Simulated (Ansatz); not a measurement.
GaH2(NH2) (GaNH4). The state is a singlet with charge 0. Geometry r2SCAN-D4/def2-TZVP.

Cartesian coordinates in Å:
```
Ga -0.1120 0.7814 0.3526
H 0.5344 1.9778 -0.3997
H -0.9378 0.8333 1.6682
N 0.1232 -0.8569 -0.3866
H -0.2465 -1.7100 0.0005
H 0.6387 -1.0256 -1.2351
```

**Question.** Estimate the orbital energies around the gap (eV) in Ansatz with PBE-D4/def2-TZVP, PBE-D4/def2-TZVPD, r2SCAN-D4/def2-TZVPD, PBE0-D4/def2-TZVP, BHLYP-D4/def2-TZVP.

**Answer.** 
```json
{"orbital": "HOMO−9", "PBE-D4/def2-TZVP": "-19.52", "PBE-D4/def2-TZVPD": "-19.58", "r2SCAN-D4/def2-TZVPD": "-20.16", "PBE0-D4/def2-TZVP": "-22.90", "BHLYP-D4/def2-TZVP": "-26.28"}
{"orbital": "HOMO−8", "PBE-D4/def2-TZVP": "-19.42", "PBE-D4/def2-TZVPD": "-19.48", "r2SCAN-D4/def2-TZVPD": "-20.05", "PBE0-D4/def2-TZVP": "-22.83", "BHLYP-D4/def2-TZVP": "-26.24"}
{"orbital": "HOMO−7", "PBE-D4/def2-TZVP": "-19.41", "PBE-D4/def2-TZVPD": "-19.46", "r2SCAN-D4/def2-TZVPD": "-20.03", "PBE0-D4/def2-TZVP": "-22.81", "BHLYP-D4/def2-TZVP": "-26.21"}
{"orbital": "HOMO−6", "PBE-D4/def2-TZVP": "-19.34", "PBE-D4/def2-TZVPD": "-19.39", "r2SCAN-D4/def2-TZVPD": "-19.96", "PBE0-D4/def2-TZVP": "-22.71", "BHLYP-D4/def2-TZVP": "-26.11"}
{"orbital": "HOMO−5", "PBE-D4/def2-TZVP": "-19.02", "PBE-D4/def2-TZVPD": "-19.07", "r2SCAN-D4/def2-TZVPD": "-19.70", "PBE0-D4/def2-TZVP": "-22.10", "BHLYP-D4/def2-TZVP": "-24.90"}
{"orbital": "HOMO−4", "PBE-D4/def2-TZVP": "-11.73", "PBE-D4/def2-TZVPD": "-11.76", "r2SCAN-D4/def2-TZVPD": "-12.14", "PBE0-D4/def2-TZVP": "-13.33", "BHLYP-D4/def2-TZVP": "-14.85"}
{"orbital": "HOMO−3", "PBE-D4/def2-TZVP": "-11.34", "PBE-D4/def2-TZVPD": "-11.38", "r2SCAN-D4/def2-TZVPD": "-11.73", "PBE0-D4/def2-TZVP": "-12.91", "BHLYP-D4/def2-TZVP": "-14.38"}
{"orbital": "HOMO−2", "PBE-D4/def2-TZVP": "-8.22", "PBE-D4/def2-TZVPD": "-8.27", "r2SCAN-D4/def2-TZVPD": "-8.59", "PBE0-D4/def2-TZVP": "-9.61", "BHLYP-D4/def2-TZVP": "-10.92"}
{"orbital": "HOMO−1", "PBE-D4/def2-TZVP": "-7.19", "PBE-D4/def2-TZVPD": "-7.23", "r2SCAN-D4/def2-TZVPD": "-7.55", "PBE0-D4/def2-TZVP": "-8.47", "BHLYP-D4/def2-TZVP": "-9.70"}
{"orbital": "HOMO", "PBE-D4/def2-TZVP": "-6.08", "PBE-D4/def2-TZVPD": "-6.14", "r2SCAN-D4/def2-TZVPD": "-6.37", "PBE0-D4/def2-TZVP": "-7.38", "BHLYP-D4/def2-TZVP": "-8.63"}
{"orbital": "LUMO", "PBE-D4/def2-TZVP": "-1.48", "PBE-D4/def2-TZVPD": "-1.56", "r2SCAN-D4/def2-TZVPD": "-1.23", "PBE0-D4/def2-TZVP": "-0.71", "BHLYP-D4/def2-TZVP": "0.00"}
{"orbital": "LUMO+1", "PBE-D4/def2-TZVP": "-0.09", "PBE-D4/def2-TZVPD": "-0.49", "r2SCAN-D4/def2-TZVPD": "0.18", "PBE0-D4/def2-TZVP": "0.75", "BHLYP-D4/def2-TZVP": "1.37"}
{"orbital": "LUMO+2", "PBE-D4/def2-TZVP": "0.71", "PBE-D4/def2-TZVPD": "0.14", "r2SCAN-D4/def2-TZVPD": "0.82", "PBE0-D4/def2-TZVP": "1.58", "BHLYP-D4/def2-TZVP": "2.36"}
{"orbital": "LUMO+3", "PBE-D4/def2-TZVP": "2.04", "PBE-D4/def2-TZVPD": "0.61", "r2SCAN-D4/def2-TZVPD": "1.40", "PBE0-D4/def2-TZVP": "2.83", "BHLYP-D4/def2-TZVP": "3.35"}
{"orbital": "LUMO+4", "PBE-D4/def2-TZVP": "2.13", "PBE-D4/def2-TZVPD": "1.29", "r2SCAN-D4/def2-TZVPD": "2.25", "PBE0-D4/def2-TZVP": "2.93", "BHLYP-D4/def2-TZVP": "3.52"}
{"orbital": "LUMO+5", "PBE-D4/def2-TZVP": "2.83", "PBE-D4/def2-TZVPD": "1.49", "r2SCAN-D4/def2-TZVPD": "2.33", "PBE0-D4/def2-TZVP": "3.72", "BHLYP-D4/def2-TZVP": "4.52"}
```
